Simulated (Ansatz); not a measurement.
The same path of BH7SeSi2 (11 atoms, charge 0, multiplicity 1) was run twice with different band settings. Lost on the way: Si3–H8. Made: B1–Si3, Se2–H8.

These are results of RKS PBE/def2-SVP in Ansatz 0.2.0, not measurements.

Relaxed end points:

```xyz
11
Properties=species:S:1:pos:R:3
B -0.714 2.096 0.999
Se 1.090 1.461 1.135
Si 0.695 -0.807 0.736
Si 0.068 -1.113 -1.512
H -1.638 1.344 0.767
H -0.867 3.288 1.167
H 1.989 -1.516 1.036
H -0.359 -1.297 1.691
H -1.187 -0.330 -1.790
H 1.172 -0.613 -2.403
H -0.182 -2.569 -1.805
```

```xyz
11
Properties=species:S:1:pos:R:3
B -0.938 1.130 1.206
Se 1.104 1.627 0.608
Si -0.070 -0.516 0.522
Si 0.037 -1.179 -1.731
H -1.646 1.712 0.405
H -1.089 1.277 2.402
H 0.759 -1.418 1.404
H 1.776 1.276 1.889
H -0.414 -0.032 -2.595
H 1.432 -1.584 -2.128
H -0.884 -2.349 -1.960
```

Common settings: climbing image yes; spring 5.0 eV/Å²; optimiser quadratic models (default); start path through a guess of the saddle point; force threshold 0.05 eV/Å; iteration limit 60; end points relaxed.

| run | movable images |
| --- | --- |
| 1 | 7 |
| 2 | 1 |

Problem. What does each run give, and how far can it be trusted?

Solution. Run 1: not converged after 60 iterations, highest image 2.134 eV above the first end. The band didn't meet its force threshold, so its energies are provisional: the largest band force was still 1.30 eV/Å, and over the last iterations the top moved between 2.13 and 2.42 eV. Neighbouring images lie up to 4.7 Å apart, so the band is torn or far too coarse.
Run 2: converged after 47 iterations, highest image 1.455 eV above the first end. Neighbouring images differ by up to 1.5 eV, so the band resolves the path poorly. The order of the stationary point at the top wasn't checked. So few images can step over the top or miss a turn of the path.
The orbitals stay closed-shell, which can raise the energy where a bond breaks towards radicals; this wasn't checked here.
